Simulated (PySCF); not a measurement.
A geometry optimisation, step by step.

Compound: B(NCS)3, C₃BN₃S₃.
Bonds: B1–N2, B1–N5, B1–N8, N2–C3, C3–S4, N5–C6, C6–S7, N8–C9, C9–S10.

Method: PBE0-D3(BJ)/def2-SVP geometry optimisation, gas phase (PySCF 2.14.0); density fitting, grid level 1; the optimiser is geomeTRIC in internal coordinates, started from a GFN2-xTB structure with every atom displaced at random (about 0.03 Å). The frame can shift and turn from step to step; on so coarse a grid that alone can change the energy by a few meV, and forces under 0.02 eV/Å are noise.

Step 0: E = -40727.7496 eV, largest atomic force 9.528 eV/Å
```
atom  x, y, z in Å  |  force x, y, z in eV/Å
B1      0.059   -0.078    0.010   -4.031   4.834  -0.242
N2      1.381    0.007   -0.016    0.098   0.106   0.040
C3      2.529   -0.010   -0.037    9.528   0.024   0.071
S4      4.238   -0.012   -0.025   -4.553  -0.005  -0.086
N5     -0.730    1.180   -0.028   -0.319   1.198   0.234
C6     -1.301    2.263    0.002    2.842  -5.240  -0.149
S7     -2.012    3.596    0.019   -1.612   2.974   0.059
N8     -0.637   -1.208   -0.018   -3.322  -5.707   0.477
C9     -1.304   -2.229    0.060    1.241   1.348  -0.583
S10    -2.096   -3.586    0.037    0.128   0.469   0.179
```

Step 1: E = -40728.8052 eV, largest atomic force 1.934 eV/Å
```
atom  x, y, z in Å  |  force x, y, z in eV/Å
B1      0.017   -0.060   -0.135   -0.779   1.608   0.541
N2      1.418    0.028   -0.073   -0.480  -0.309  -0.256
C3      2.602    0.022   -0.021    1.927   0.030   0.153
S4      4.188    0.032    0.072   -0.902  -0.005  -0.082
N5     -0.729    1.180   -0.089    0.281  -0.441  -0.124
C6     -1.265    2.245    0.008    0.378  -0.781  -0.153
S7     -1.975    3.626    0.121   -0.310   0.605   0.071
N8     -0.691   -1.264   -0.086   -0.260  -0.773   0.061
C9     -1.323   -2.272    0.050    0.289   0.183  -0.332
S10    -2.117   -3.614    0.158   -0.144  -0.118   0.122
```

Step 2: E = -40728.8355 eV, largest atomic force 0.965 eV/Å
```
atom  x, y, z in Å  |  force x, y, z in eV/Å
B1      0.018   -0.005    0.099   -0.010   0.199  -0.945
N2      1.438    0.029    0.030   -0.112  -0.031   0.240
C3      2.633   -0.017   -0.030   -0.839   0.065   0.125
S4      4.184   -0.060   -0.095    0.745  -0.031  -0.061
N5     -0.740    1.198    0.013    0.360  -0.253   0.323
C6     -1.300    2.250   -0.007   -0.212   0.361   0.003
S7     -2.051    3.629   -0.039    0.045  -0.086  -0.006
N8     -0.677   -1.235    0.011    0.083  -0.049   0.377
C9     -1.293   -2.258    0.020    0.039  -0.047  -0.081
S10    -2.086   -3.607    0.001   -0.099  -0.128   0.025
```

Step 3: E = -40728.8765 eV, largest atomic force 0.446 eV/Å
```
atom  x, y, z in Å  |  force x, y, z in eV/Å
B1      0.016    0.015   -0.020   -0.047  -0.159  -0.159
N2      1.435    0.027   -0.019    0.104   0.087   0.022
C3      2.631   -0.034   -0.019   -0.440   0.065   0.020
S4      4.193   -0.099   -0.015    0.233  -0.022  -0.006
N5     -0.746    1.210   -0.036    0.214   0.084   0.077
C6     -1.315    2.260    0.000   -0.129   0.208  -0.021
S7     -2.077    3.634    0.041    0.076  -0.142  -0.001
N8     -0.671   -1.226   -0.039   -0.040  -0.134   0.122
C9     -1.277   -2.255    0.023    0.042   0.029  -0.075
S10    -2.065   -3.609    0.087   -0.014  -0.016   0.019
```

Step 4: E = -40728.8721 eV, largest atomic force 0.374 eV/Å
```
atom  x, y, z in Å  |  force x, y, z in eV/Å
B1     -0.018   -0.033   -0.054   -0.068   0.205   0.082
N2      1.395    0.033   -0.034    0.220  -0.267  -0.039
C3      2.590    0.021   -0.016    0.374  -0.003   0.002
S4      4.165    0.015    0.008   -0.353   0.011  -0.004
N5     -0.725    1.198   -0.048   -0.268   0.075   0.009
C6     -1.250    2.272    0.002    0.038  -0.194  -0.040
S7     -1.952    3.672    0.062   -0.005   0.042   0.005
N8     -0.700   -1.278   -0.050    0.028   0.092   0.033
C9     -1.299   -2.310    0.024   -0.001  -0.024  -0.053
S10    -2.080   -3.668    0.111    0.035   0.062   0.005
```

Step 5: E = -40728.8835 eV, largest atomic force 0.085 eV/Å
```
atom  x, y, z in Å  |  force x, y, z in eV/Å
B1     -0.003   -0.008   -0.038   -0.045   0.054  -0.012
N2      1.414    0.028   -0.027    0.053  -0.065  -0.013
C3      2.609   -0.009   -0.017    0.044   0.018   0.003
S4      4.177   -0.045   -0.003   -0.057   0.001  -0.001
N5     -0.736    1.208   -0.040    0.014  -0.013   0.030
C6     -1.284    2.270    0.001   -0.025  -0.012  -0.025
S7     -2.015    3.656    0.051    0.008  -0.005   0.002
N8     -0.686   -1.252   -0.043    0.000   0.032   0.055
C9     -1.285   -2.284    0.022    0.003  -0.018  -0.045
S10    -2.066   -3.642    0.099    0.005   0.009   0.006
```

Step 6: E = -40728.8843 eV, largest atomic force 0.053 eV/Å
```
atom  x, y, z in Å  |  force x, y, z in eV/Å
B1     -0.001   -0.004   -0.032   -0.009  -0.009  -0.026
N2      1.417    0.025   -0.025    0.018  -0.032  -0.006
C3      2.612   -0.013   -0.018   -0.028   0.021   0.002
S4      4.179   -0.052   -0.008    0.015  -0.002   0.000
N5     -0.735    1.210   -0.035    0.025   0.020   0.030
C6     -1.289    2.269    0.001   -0.026   0.004  -0.020
S7     -2.026    3.653    0.045    0.008  -0.010   0.001
N8     -0.685   -1.247   -0.036   -0.012   0.012   0.050
C9     -1.283   -2.280    0.022    0.009  -0.005  -0.033
S10    -2.063   -3.639    0.092    0.001   0.001   0.002
```

Step 7: E = -40728.8851 eV, largest atomic force 0.055 eV/Å
```
atom  x, y, z in Å  |  force x, y, z in eV/Å
B1      0.000   -0.001   -0.022    0.011  -0.035  -0.042
N2      1.419    0.020   -0.022   -0.026  -0.002   0.003
C3      2.614   -0.016   -0.020   -0.019   0.019   0.001
S4      4.181   -0.055   -0.017    0.019  -0.002   0.000
N5     -0.733    1.213   -0.026    0.040   0.023   0.027
C6     -1.293    2.269    0.000   -0.013  -0.003  -0.012
S7     -2.036    3.650    0.033   -0.002   0.002   0.000
N8     -0.686   -1.242   -0.024   -0.019   0.004   0.040
C9     -1.282   -2.277    0.021    0.011   0.000  -0.016
S10    -2.060   -3.638    0.079   -0.004  -0.006  -0.002
```

Step 8: E = -40728.8861 eV, largest atomic force 0.081 eV/Å
```
atom  x, y, z in Å  |  force x, y, z in eV/Å
B1      0.001    0.000   -0.008    0.046  -0.059  -0.033
N2      1.421    0.011   -0.018   -0.064   0.016   0.009
C3      2.616   -0.017   -0.023   -0.043   0.013  -0.002
S4      4.182   -0.048   -0.030    0.061  -0.002   0.000
N5     -0.725    1.217   -0.010    0.027   0.034   0.013
C6     -1.294    2.268    0.000    0.000  -0.009  -0.001
S7     -2.044    3.645    0.014   -0.009   0.012  -0.002
N8     -0.691   -1.238   -0.002   -0.023   0.000   0.014
C9     -1.284   -2.276    0.022    0.009   0.002   0.007
S10    -2.058   -3.639    0.058   -0.004  -0.006  -0.006
```

Step 9: E = -40728.8866 eV, largest atomic force 0.056 eV/Å
```
atom  x, y, z in Å  |  force x, y, z in eV/Å
B1      0.002   -0.003    0.004    0.035  -0.029  -0.019
N2      1.422    0.003   -0.015   -0.054   0.013   0.011
C3      2.616   -0.015   -0.026    0.010   0.006  -0.003
S4      4.184   -0.034   -0.041    0.008   0.000   0.000
N5     -0.716    1.220    0.003    0.018   0.017   0.001
C6     -1.292    2.267    0.000    0.008  -0.016   0.006
S7     -2.049    3.640   -0.002   -0.012   0.016  -0.002
N8     -0.697   -1.237    0.018   -0.018  -0.001  -0.004
C9     -1.287   -2.276    0.025    0.006  -0.001   0.016
S10    -2.059   -3.641    0.038   -0.003  -0.004  -0.005
```

Step 10: E = -40728.8868 eV, largest atomic force 0.023 eV/Å
```
atom  x, y, z in Å  |  force x, y, z in eV/Å
B1      0.003   -0.006    0.005    0.019  -0.007   0.002
N2      1.421    0.000   -0.014   -0.021  -0.003   0.006
C3      2.616   -0.012   -0.027   -0.004   0.004  -0.004
S4      4.184   -0.025   -0.044    0.013   0.000   0.000
N5     -0.711    1.220    0.007    0.004   0.009  -0.006
C6     -1.289    2.266    0.001    0.001  -0.009   0.005
S7     -2.048    3.638   -0.007   -0.004   0.006  -0.001
N8     -0.700   -1.238    0.024   -0.010   0.000  -0.011
C9     -1.290   -2.278    0.027    0.004  -0.001   0.011
S10    -2.062   -3.642    0.033   -0.001   0.000  -0.002
```

Q: Summarise the path.

A: The energy falls by 26.22 kcal/mol from step 0 to step 10; nine tenths of that is first reached at step 1. It rises by more than 0.2 meV at step 4. The largest force goes from 9.528 to 0.023 eV/Å. Among the bonds C3–S4 changes most, from 1.709 to 1.568 Å; the atoms move by 0.065 Å rms after alignment.

Q: Follow the three bonds and two angles with the largest change from start to end.

A: 
```json
{"step": "0", "E above end (kcal/mol)": "26.22", "largest force (eV/Å)": "9.528", "C3–S4 (Å)": "1.709", "B1–N2 (Å)": "1.325", "B1–N8 (Å)": "1.328", "N2–B1–N8 (°)": "125.3", "N8–C9–S10 (°)": "174.6"}
{"step": "1", "E above end (kcal/mol)": "1.88", "largest force (eV/Å)": "1.934", "C3–S4 (Å)": "1.588", "B1–N2 (Å)": "1.405", "B1–N8 (Å)": "1.397", "N2–B1–N8 (°)": "123.9", "N8–C9–S10 (°)": "177.1"}
{"step": "2", "E above end (kcal/mol)": "1.18", "largest force (eV/Å)": "0.965", "C3–S4 (Å)": "1.553", "B1–N2 (Å)": "1.422", "B1–N8 (Å)": "1.416", "N2–B1–N8 (°)": "120.5", "N8–C9–S10 (°)": "178.7"}
{"step": "3", "E above end (kcal/mol)": "0.24", "largest force (eV/Å)": "0.446", "C3–S4 (Å)": "1.563", "B1–N2 (Å)": "1.419", "B1–N8 (Å)": "1.418", "N2–B1–N8 (°)": "119.5", "N8–C9–S10 (°)": "179.3"}
{"step": "4", "E above end (kcal/mol)": "0.34", "largest force (eV/Å)": "0.374", "C3–S4 (Å)": "1.575", "B1–N2 (Å)": "1.415", "B1–N8 (Å)": "1.419", "N2–B1–N8 (°)": "121.4", "N8–C9–S10 (°)": "179.6"}
{"step": "5", "E above end (kcal/mol)": "0.07", "largest force (eV/Å)": "0.085", "C3–S4 (Å)": "1.569", "B1–N2 (Å)": "1.418", "B1–N8 (Å)": "1.419", "N2–B1–N8 (°)": "120.2", "N8–C9–S10 (°)": "179.6"}
{"step": "6", "E above end (kcal/mol)": "0.06", "largest force (eV/Å)": "0.053", "C3–S4 (Å)": "1.568", "B1–N2 (Å)": "1.418", "B1–N8 (Å)": "1.419", "N2–B1–N8 (°)": "120.0", "N8–C9–S10 (°)": "179.7"}
{"step": "7", "E above end (kcal/mol)": "0.04", "largest force (eV/Å)": "0.055", "C3–S4 (Å)": "1.568", "B1–N2 (Å)": "1.419", "B1–N8 (Å)": "1.419", "N2–B1–N8 (°)": "119.8", "N8–C9–S10 (°)": "179.8"}
{"step": "8", "E above end (kcal/mol)": "0.02", "largest force (eV/Å)": "0.081", "C3–S4 (Å)": "1.567", "B1–N2 (Å)": "1.420", "B1–N8 (Å)": "1.419", "N2–B1–N8 (°)": "119.7", "N8–C9–S10 (°)": "179.8"}
{"step": "9", "E above end (kcal/mol)": "0.00", "largest force (eV/Å)": "0.056", "C3–S4 (Å)": "1.568", "B1–N2 (Å)": "1.419", "B1–N8 (Å)": "1.418", "N2–B1–N8 (°)": "119.8", "N8–C9–S10 (°)": "179.8"}
{"step": "10", "E above end (kcal/mol)": "0.00", "largest force (eV/Å)": "0.023", "C3–S4 (Å)": "1.568", "B1–N2 (Å)": "1.419", "B1–N8 (Å)": "1.418", "N2–B1–N8 (°)": "119.9", "N8–C9–S10 (°)": "179.9"}
```

The cost below is that of the whole optimisation. On Arm Neoverse V1, one thread (shared host), this took 2.2 min wall and 0.61 GiB of memory at its peak.
